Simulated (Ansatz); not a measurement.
sodium atom (Na), doublet; Ansatz (a program for electronic structure) with BLYP/6-311G**.

Here is a job for Ansatz.
Ansatz 0.2 input:
```yaml
crystal:
  periodic: [false, false, false]
  atoms:
    - {symbol: Na, position_ang: [0.00000000, 0.00000000, 0.00000000]}
basis:
  gaussian:
    orbitals: 6-311G__.json
hamiltonian:
  xc: blyp
magnetization: {spin_polarized: true, initial_magnetization: 1}
```
The basis file holds 6-311G** in the JSON format of the Basis Set Exchange.

Question: Write the output that Ansatz gives for this input, abridged.

Answer: 
```
Functional definition: BLYP
211 factors; their error is unknown
mean field evaluation 1: about -4415.7308 eV, gradient 6.1e-1 eV
mean field evaluation 2: about -4415.7315 eV, gradient 4.3e-1 eV
mean field evaluation 4: about -4415.7318 eV, gradient 1.1e-3 eV
mean field evaluation 8: about -4415.7278 eV, gradient 3.9e-4 eV
mean field -4415.72779478 eV, -162.2750033703 hartree, gradient 1.6e-5 eV, S^2 0.750008; 0 other end points of the search recorded, 0 dependent functions left out
reference -4415.72801485 eV, -162.2750114576 hartree; 6, 5 occupied and 21, 22 virtual orbitals, 211 factors
Total energy: -4415.72801485 eV, -162.2750114576 hartree
```
